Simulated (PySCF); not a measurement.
PySCF input for Al(H)3 cation (AlH3), SMILES [AlH3] (connectivity only; charge and spin as stated), charge +1, multiplicity 2, C-PCM-B3LYP/def2-TZVPD. Geometry optimised at PBE0-D3(BJ)/def2-TZVPD. The spin state was assumed, not searched. The isomer is the one that the SMILES or the coordinates give; other isomers of the formula were not compared.

```python
import numpy as np
from pyscf import gto, scf, dft
from pyscf.solvent import pcm

mol = gto.M(
    atom='''
    Al    0.00000000   -0.00000000    0.08107686
    H    -0.00000000    0.87922172   -1.34228179
    H    -0.00000000   -0.87922173   -1.34228178
    H    -0.00000000    0.00000000    1.63056432
    ''',
    basis='def2-TZVPD',
    charge=1,
    spin=1,
    max_memory=1600,
    verbose=3,
)
mf = dft.UKS(mol, xc='b3lyp').density_fit(auxbasis='def2-universal-jkfit')
mf.grids.level = 3
mf.conv_tol = 1e-9
mf.max_cycle = 100
mf.kernel()
fine, coarse = mf.grids, dft.Grids(mol).set(level=1).build(with_non0tab=True)
for _ in range(3):  # follow internal instabilities
    mf.grids = coarse
    mo, _, stable, _ = mf.stability(return_status=True, nroots=4)
    mf.grids = fine
    if stable:
        break
    mf.kernel(mf.make_rdm1(mo, mf.mo_occ))
res = {}
for name, eps in {'water': 78.355, 'n-hexane': 1.8819, '2-propanol': 19.264}.items():
    s = mf.PCM()
    s.with_solvent.method, s.with_solvent.eps, s.with_solvent.lebedev_order = 'C-PCM', eps, 29
    s.kernel(mf.make_rdm1())
    res[name] = (s.e_tot, eps, s.dip_moment(), s.mo_energy, s.converged)
    print(f'{name}: electrostatic solvation free energy {(s.e_tot - mf.e_tot) * 627.509474:.3f} kcal/mol')
```

Output:

```

WARN: HOMO -0.242815197642354 >= LUMO -0.242815197642352

converged SCF energy = -243.848296793873  <S^2> = 0.75878914  2S+1 = 2.0087699
<class 'pyscf.df.df_jk.DFUKS'> wavefunction is stable in the internal stability analysis

WARN: PCM is an experimental feature. It is still in testing.
Features and APIs may be changed in the future.

converged SCF energy = -243.968069221204  <S^2> = 0.75865945  2S+1 = 2.0086408

WARN: System has nonzero charge 1; the dipole moment is origin-dependent.
Location of origin: [0. 0. 0.]

Dipole moment(X, Y, Z, Debye):  0.00000,  0.00000, -0.77527
water: electrostatic solvation free energy -75.158 kcal/mol

WARN: PCM is an experimental feature. It is still in testing.
Features and APIs may be changed in the future.

converged SCF energy = -243.904856822901  <S^2> = 0.7587257  2S+1 = 2.0087067

WARN: System has nonzero charge 1; the dipole moment is origin-dependent.
Location of origin: [0. 0. 0.]

Dipole moment(X, Y, Z, Debye):  0.00000,  0.00000, -0.67984
n-hexane: electrostatic solvation free energy -35.492 kcal/mol

WARN: PCM is an experimental feature. It is still in testing.
Features and APIs may be changed in the future.

converged SCF energy = -243.963270841336  <S^2> = 0.75866415  2S+1 = 2.0086455

WARN: System has nonzero charge 1; the dipole moment is origin-dependent.
Location of origin: [0. 0. 0.]

Dipole moment(X, Y, Z, Debye):  0.00000,  0.00000, -0.76675
2-propanol: electrostatic solvation free energy -72.147 kcal/mol
```

The calculation finished and met its thresholds.
